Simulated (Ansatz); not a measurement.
Cost and result for the atomization energy of `C[SiH2]N[SiH](O)O` (15 atoms, 14 bonds).

```xyz
15

C     0.5933   -1.3865    2.1620
Si    0.8614   -0.3399    0.6436
N    -0.6348   -0.1511   -0.2042
Si   -1.0557    0.9906   -1.4168
O     0.1261    2.1285   -1.4308
O    -1.1744    0.3811   -2.9277
H    -0.1416   -0.9305    2.8294
H     1.5289   -1.5051    2.7142
H     0.2398   -2.3852    1.8918
H     1.9263   -0.9567   -0.1988
H     1.3577    1.0152    1.0266
H    -1.3297   -0.8596   -0.0113
H    -2.4045    1.5344   -1.1563
H     0.4795    2.4166   -0.5872
H    -0.3723    0.0483   -3.3344
```

Total charge 0; spin multiplicity 1. Geometry: relaxed with PBE0-D4/def2-TZVP. It is one conformer, not always the lowest. Program: Ansatz. All runs use 2 threads of an AMD EPYC 7R13 on a shared host and a share of an NVIDIA H100 80 GB. Times are those of one run each, without the atoms' runs, and a repeat can differ threefold. Electronic energies, without spin–orbit coupling; frozen cores. CCSD(T)/CBS adds CCSD(T) − MP2 in def2-TZVPP to the MP2 limit, and its time is that of the two runs behind it. T1 = 0.011. B3LYP takes the VWN-RPA correlation (the form of Gaussian; ORCA's B3LYP/G).

CCSD(T)/CBS is a level of theory with its own doubt, some kJ/mol a heavy atom from the limit and from the frozen cores, so smaller differences don't rank the functionals.

| level | functions | wall time |
| --- | --- | --- |
| PBE0-D4/def2-TZVPP | 334 | 1.9 s |
| r2SCAN-D4/def2-TZVPP (with forces) | 334 | 2.5 s |
| PBE-D4/def2-TZVPP (with forces) | 334 | 2.8 s |
| B3LYP-D4/def2-TZVPP (with forces) | 334 | 3.3 s |
| ωB97M-V/def2-TZVPP (with forces) | 334 | 4 s |
| B2PLYP/def2-TZVPP | 334 | 4 s |
| ωB97X-V/def2-TZVPP | 334 | 4.5 s |
| MP2/def2-QZVPP | 638 | 4.8 s |
| CCSD(T)/def2-TZVPP | 334 | 7 s |
| CCSD(T)/CBS(def2) | – | 12 s |

Problem. What atomization energy does each give, and how far from CCSD(T)/CBS? (An estimate is asked.)

Solution. Ansatz gave: 
| level | atomization (kcal/mol) | difference from CCSD(T)/CBS | per bond |
| --- | --- | --- | --- |
| PBE0-D4/def2-TZVPP | 1322.8 | -17.9 | -1.3 |
| r2SCAN-D4/def2-TZVPP (with forces) | 1333.4 | -7.3 | -0.5 |
| PBE-D4/def2-TZVPP (with forces) | 1342.4 | 1.7 | 0.1 |
| B3LYP-D4/def2-TZVPP (with forces) | 1333.3 | -7.4 | -0.5 |
| ωB97M-V/def2-TZVPP (with forces) | 1340.5 | -0.2 | 0.0 |
| B2PLYP/def2-TZVPP | 1320.0 | -20.7 | -1.5 |
| ωB97X-V/def2-TZVPP | 1340.4 | -0.3 | 0.0 |
| MP2/def2-QZVPP | 1344.1 | 3.4 | 0.2 |
| CCSD(T)/def2-TZVPP | 1301.2 | -39.5 | -2.8 |
| CCSD(T)/CBS(def2) | 1340.7 | 0.0 | 0.0 |

In def2-TZVPP, CCSD(T) changes the Hartree–Fock value by +331.6 kcal/mol (the triples alone add +17.0 kcal/mol) and MP2 by +350.7 kcal/mol; breaking electron pairs costs correlation energy, which Hartree–Fock lacks. From PBE to PBE0 (25 % exact exchange), in def2-TZVPP and without D4, the atomization energy moves by −18.5 kcal/mol: exact exchange takes away binding that semilocal exchange gives to molecules. The D4 term adds +13.1 kcal/mol with B3LYP and +6.9 kcal/mol with PBE0; it sums over pairs of atoms, weighted by their polarisabilities, and B3LYP, whose exchange is more repulsive, gets the larger term.
